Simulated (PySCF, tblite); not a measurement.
Species: C2H6FPSi2.
Structure used (GFN2-xTB), in Å, numbered top down from 1:
```xyz
12
C2H6FPSi2 angstrom
C      1.7831   -1.3162    1.5415
C      1.6051   -0.3836    0.8022
Si     1.2636    1.0088   -0.3726
P     -0.5334    0.6105   -1.6627
Si    -2.0325   -0.1088   -0.1880
F     -2.5108    1.1965    0.6250
H      1.9553   -2.1216    2.1974
H      2.4122    1.1391   -1.2752
H      1.0043    2.2264    0.3985
H     -0.1521   -0.6557   -2.0642
H     -3.2222   -0.5801   -0.8834
H     -1.5714   -1.0159    0.8556
```

Jobs on this species (12 atoms, 70 electrons) with PySCF (density fitting) and tblite. Hardware of each: one thread, Arm Neoverse N1 (aarch64), no GPU (shared host). Times come from a shared host and carry two figures at best.

**Question.** Rank these jobs by wall time, shortest first.
A. GFN2-xTB; Hessian by finite differences
B. GFN2-xTB; L-BFGS relaxation
C. B3LYP/def2-SVPD; 8 singlets by full TDDFT, 3 Tamm–Dancoff triplets, polarisability; 183 basis functions

**Answer.** A (0.65 s), B (1.6 s), C (43 s).

All jobs:

```
level and settings                                                                        work  basis functions  SCF cycles  wall time
          GFN2-xTB                                               Hessian by finite differences                –           –     0.65 s
          GFN2-xTB                                                           L-BFGS relaxation                –           –      1.6 s
     PBE0/pcSseg-1  shieldings, charges and field gradients, density and orbital grids written              153          13       41 s
   B3LYP/def2-SVPD           8 singlets by full TDDFT, 3 Tamm–Dancoff triplets, polarisability              183          14       43 s
```

**Question.** What do all jobs in the table cost together?

**Answer.** About 86 s; the longest takes about 50 % of that, and about 66 times as long as the shortest.
